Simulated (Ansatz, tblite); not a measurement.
Cost and result up the ladder for bis(4-tert-butylphenyl)iodonium cyclic bis(sulfonyl)imide, `CC(C)(C)c1ccc([I+]c2ccc(C(C)(C)C)cc2)cc1.O=S1(=O)[N-]S(=O)(=O)C(F)(F)C(F)(F)C1(F)F` (63 atoms). The state is a singlet with charge 0. Geometry: PBE-D4/def2-SVP.

```xyz
63

C     3.730   -1.616    3.973
C     3.352   -0.128    3.865
C     3.720    0.587    5.187
C     4.150    0.488    2.693
C     1.850    0.060    3.620
C     0.947   -1.021    3.645
C    -0.417   -0.853    3.375
C    -0.861    0.440    3.095
I    -2.889    0.669    2.487
C    -2.889    0.448    0.358
C    -2.961   -0.835   -0.191
C    -3.043   -0.929   -1.585
C    -3.032    0.213   -2.417
C    -3.158    0.059   -3.941
C    -2.126   -0.961   -4.475
C    -2.934    1.393   -4.676
C    -4.588   -0.447   -4.248
C    -2.923    1.475   -1.800
C    -2.845    1.613   -0.407
C    -0.022    1.558    3.070
C     1.333    1.347    3.345
H     3.243   -2.113    4.837
H     4.825   -1.710    4.117
H     3.461   -2.159    3.045
H     4.805    0.477    5.388
H     3.166    0.157    6.046
H     3.494    1.671    5.143
H     3.859    0.023    1.732
H     3.980    1.577    2.593
H     5.235    0.330    2.864
H     1.309   -2.041    3.828
H    -1.084   -1.724    3.337
H    -2.918   -1.741    0.427
H    -3.090   -1.934   -2.028
H    -1.091   -0.632   -4.267
H    -2.246   -1.071   -5.572
H    -2.255   -1.965   -4.025
H    -3.005    1.232   -5.770
H    -3.694    2.154   -4.406
H    -1.929    1.810   -4.462
H    -5.353    0.270   -3.885
H    -4.786   -1.427   -3.768
H    -4.724   -0.571   -5.342
H    -2.870    2.389   -2.404
H    -2.727    2.606    0.044
H    -0.384    2.555    2.786
H     2.011    2.211    3.293
O     0.001    2.496   -0.086
S     0.939    1.350   -0.170
O     2.323    1.511    0.328
N     0.115    0.030    0.321
S     0.799   -1.449    0.256
O    -0.251   -2.422    0.641
O     2.165   -1.595    0.812
C     1.038   -1.652   -1.616
F     1.753   -2.771   -1.858
F    -0.188   -1.787   -2.183
C     1.773   -0.445   -2.276
F     3.054   -0.441   -1.850
F     1.766   -0.653   -3.629
C     1.162    0.967   -2.019
F     1.976    1.891   -2.570
F    -0.051    1.039   -2.629
```

Ansatz on 2 threads of AMD EPYC 7R13 on a shared host and a share (18 GiB) of an NVIDIA H100 80GB HBM3; xTB runs through tblite on one thread. Times are rough, summed over both states, and most runs start from the orbitals of an earlier one. PBE0-D4/def2-SVP serves as the yardstick here, not as an exact answer. The other state is a doublet.

In the def2 sets I takes a core potential; there is no spin–orbit coupling. The xTB rows come from tblite. Single mean-field runs in def2-SVP are fitted with def2-universal-jkfit. In the singlet geometry the species has come apart into loosely held pieces. In the doublet geometry the species has come apart into loosely held pieces.

Raw xTB energies of ions are shifted by several eV.

```
                         level  functions  vertical IE (eV)  difference from PBE0-D4/def2-SVP (eV)
               PBE-D4/def2-SVP        668              7.89                                  -0.72
                      GFN1-xTB        215             13.94                                   5.33
               B97M-V/def2-SVP        668              8.23                                  -0.38
                      GFN2-xTB        189             13.03                                   4.42
PBE0-D4/def2-SVP (with forces)        668              8.61                                   0.00
```

Q: Estimate how long each takes.

A: GFN2-xTB 0.92 s; GFN1-xTB 1 s; PBE-D4/def2-SVP 33 s; PBE0-D4/def2-SVP (with forces) 44 s; B97M-V/def2-SVP 51 s. On shared hardware such times vary by a factor of up to 3.
